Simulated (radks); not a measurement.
Excited configurations of Os XIX: one electron is placed in a higher orbital outside [Kr] 4d10 4f11. The ground configuration is [Kr] 4d10 4f12. Calculated with a radial shooting solver on a logarithmic mesh with Libxc functionals: Dirac Kohn-Sham, PBE, spin-unpolarised, spherical densities, point nucleus; open shells fill j = l - 1/2 first. Excitation = E - E(ground); binding = E(ion) - E, where the ion is the core of charge +19; n* = 19/sqrt(2 binding) in atomic units. These energies are relativistic, and a one-electron ion of charge +19 with no core already has n* below n in this formula (Dirac formula, point nucleus: 5p1/2 4.992, 5f5/2 4.998, 6s1/2 5.992, 6d3/2 5.996, 6f5/2 5.998, 7d3/2 6.996, 7f5/2 6.998). The quantum defect is therefore taken as that value minus n*, so that it holds no relativistic shift of the bare ion.

outer orbital  excitation (eV)  binding (eV)     n*  quantum defect  eigenvalue (eV)  <r> (bohr)
5p1/2                   46.802        423.18  3.407           1.585          -410.67      0.9017
6s1/2                   203.16        266.82  4.290           1.701          -260.13       1.477
6d3/2                   260.25        209.73  4.839           1.157          -204.25       1.727
6f5/2                   297.57        172.42  5.337           0.661          -167.52       1.950
7d3/2                   326.24        143.74  5.845           1.151          -140.07       2.572
7f5/2                   347.59        122.40  6.335           0.663          -119.22       2.871

Estimate the row for 5f5/2.

Answer. excitation (eV) 208.54; binding (eV) 261.45; n* 4.334; quantum defect 0.664; eigenvalue (eV) -251.95; <r> (bohr) 1.175. The Delta-SCF ionisation energy is 469.98 eV (NIST Atomic Spectra Database: 470 eV, theoretical). Self-interaction in the functional shifts the binding energies and quantum defects, so they are the method's values and not measured ones. Spin polarisation and multiplet splitting are left out, so open shells lie too high by an amount that depends on their filling.

Beside tabulated values, note that spin-unpolarised runs miss the spin-polarisation part of the exchange energy of open shells.
